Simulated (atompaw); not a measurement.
**Before and after: PAW (atompaw) potential for Nd (Z = 60)**

| Quantity | Value |
| --- | --- |
| Element | neodymium |
| Generator | atompaw 4.2.0.5 |
| Type | PAW |
| Functional | LDA (PW92) |
| Relativity | scalar-relativistic |
| Frozen core | [Kr] 4d10 4f3 |
| Valence charge | 11 |
| Reference configuration | 5s2 5p6 5d1.5 6s1.5 6p0 |
| Partial waves | 5s (bound): rc 2.40 bohr; 6s (bound): rc 3.00 bohr; 5p (bound): rc 2.20 bohr; 6p (bound, empty): rc 2.75 bohr; 5d (bound): rc 3.00 bohr; 5d channel at 3.3 Ry: rc 3.00 bohr |
| Local potential | bessel scheme, radius 2.75 bohr |
| Core correction | smooth core density matched at 1.70 bohr |
| Augmentation charge | besselshape compensation charge, radius 2.70 bohr; PAW radius 3.00 bohr; waves and projectors: custom polynom vanderbiltortho |

Change: core [Kr] 4d10, valence charge 14; reference 4f4 5s2 5p6 5d0 6s1 6p1; waves now 5s (bound): rc 1.85 bohr; 6s (bound): rc 2.70 bohr; 5p (bound): rc 2.70 bohr; 6p (bound): rc 3.00 bohr; 5d (bound): rc 3.00 bohr; 5d channel at 0.2 Ry: rc 3.00 bohr; 4f (bound): rc 1.40 bohr; 4f channel at 0.1 Ry: rc 1.40 bohr; local potential bessel scheme, radius 2.65 bohr; core correction smooth core density matched at 2.55 bohr; augmentation besselshape compensation charge, radius 2.85 bohr; PAW radius 3.00 bohr; waves and projectors: custom polynom vanderbiltortho.

Cutoffs: the cutoffs (Ry, on a coarse ladder) from which the occupation-weighted sum of valence levels, in a spherical-Bessel basis at the reference potential, stays within 10 and 1 mRy of its value at 400 Ry; they do not see the model core or the augmentation charge, which bear on the density cutoff.

Q: What does the change do?

A: The potential gets harder (15 Ry and 25 Ry → 90 Ry and 160 Ry); the range in which the d phases agree narrows (upper end at the end of the scan → 2.7); neither file shows a bound ghost. The added semicore shells are compact, so their waves need more plane waves. Several settings change at once here, so the effects cannot be laid on one of them.

| quantity | base | changed |
| --- | --- | --- |
| cutoff, loose | 15 Ry | 90 Ry |
| cutoff, tight | 25 Ry | 160 Ry |
| bound ghosts | none | none |
| s: phases at 3.01 bohr within 0.05 rad from the reference energy up to (Ry; the scan ends near 5) | 3.9 | 4.1 |
| p: phases at 3.01 bohr within 0.05 rad from the reference energy up to (Ry; the scan ends near 5) | to the end of the scan | to the end of the scan |
| d: phases at 3.01 bohr within 0.05 rad from the reference energy up to (Ry; the scan ends near 5) | to the end of the scan | 2.7 |
| lowest overlap eigenvalue by channel | s 0.60, p 0.65, d 0.88 | s 0.69, p 0.78, d 0.96, f 1.00 |

 The cutoffs see the waves, projectors and local potential, not the compensation charge or the core.
